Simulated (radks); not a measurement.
Neutral krypton, configuration [Kr] (the NIST ground configuration). Method: scalar-relativistic Kohn-Sham, PBE, spin-polarised, spherical densities, finite nucleus; Fermi nuclear charge, rms radius 4.1884 fm; computed with a radial shooting solver on a logarithmic mesh with Libxc functionals. Some entries of the table are withheld. Estimate them.

orbital,occ.,eigenvalue (Ry),r(max) (bohr),<r> (bohr)
1s,2,-1040.620,(1),(2)
2s,2,-137.0341,0.1542,0.1835
2p,6,(3),0.1234,0.1601
3s,2,-19.40106,0.4670,0.5303
3p,6,-14.34626,0.4632,0.5406
3d,10,(4),0.4113,0.5559
4s,2,-1.69404,1.340,1.572
4p,6,-0.67968,1.553,1.946

Answer. 
(1) 1s r(max) (bohr): 0.02708
(2) 1s <r> (bohr): 0.04149
(3) 2p eigenvalue (Ry): -121.1601
(4) 3d eigenvalue (Ry): -5.98292
